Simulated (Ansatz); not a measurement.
Born–Oppenheimer molecular dynamics of HSTe (3 atoms, charge 0, multiplicity 2). It starts from a relaxed structure.

The calculation used Ansatz 0.2.0, UKS B3LYP-D4/def2-SVP.

| Quantity | Value |
| --- | --- |
| ensemble | NVT, Nosé–Hoover chain |
| time step | 0.5 fs |
| steps asked | 250 |
| set temperature | 300 K |
| thermostat | time constant 100 fs, chain length 3 (defaults) |
| seed | 740739 |

First frame:

```xyz
3
Properties=species:S:1:pos:R:3
S 1.480 0.319 0.848
Te -0.546 0.641 -0.229
H -0.934 -0.960 -0.619
```

Problem. How far do the bonds stretch over the last three quarters of this one trajectory? (Pairs bonded in most of those frames.)

Solution. 
```csv
bond,mean (Å),spread (Å),shortest,longest
S1–Te2,2.316,0.019,2.29,2.34
Te2–H3,1.696,0.053,1.61,1.78
```

Mean temperature of the second half: 195 K. The conserved energy stayed within 0.17 meV per atom of its start (net change -0.002 meV per atom), so the integration is sound. The mean temperature of the second half is 35 % below the set value. A run of 0.12 ps of so small a system gives no equilibrium averages.

Time of the run: 7.8 min on 1 thread of Arm Neoverse V2, on a shared host, peak memory 0.12 GiB.
